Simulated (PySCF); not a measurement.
**Shifts of the heteroatoms**

Mapped SMILES: `[OH:1][c:2]1[cH:3][cH:4][c:5]([CH2:6][C:7]([F:8])([F:9])[F:10])[cH:11][cH:12]1`. Hydrogens are named by the atom that carries them.

Level of theory: PBE0/pcSseg-1 with gauge-including orbitals, coordinates at the GFN2-xTB level, in PySCF 2.14 (one computed conformer, equivalent nuclei averaged, gas phase, no relativistic terms).

**Question.** Where does 19F resonate?

**Answer.** 
```json
{"atoms": "F8/F9/F10", "environment": "fluorine of a CF3 group", "σ (ppm)": "255.0", "δ (ppm)": "-69.4"}
```

Shieldings were converted by a linear fit to measured shifts: 19F: δ = 146.13 − 0.903σ +14.6 on sp3 carbon (rms 6.0 ppm, 223 shifts, 7.0 ppm with the 5 outliers that the fit left out vs CFCl3, solution or neat liquid). Occasional misses reach two or three times the rms, and more in compound classes unlike the fitted ones.

On a 300 MHz spectrometer 19F resonates near 282.3 MHz, so 1 ppm is 282.3 Hz.

**Question.** Where does 17O resonate?

**Answer.** 
```tsv
atoms	environment	σ (ppm)	δ (ppm)
O1	phenol-type oxygen	209.6	75.8
```

Shieldings were converted by a linear fit to measured shifts: 17O: δ = 266.70 − 0.911σ (rms 10.7 ppm, 155 shifts, 12.2 ppm with the 3 outliers that the fit left out vs liquid water, solution or neat liquid). A few per cent of atoms miss by over 2 rms, more outside the fitted compound classes.

On a 400 MHz spectrometer 17O resonates near 54.2 MHz, so 1 ppm is 54.2 Hz.
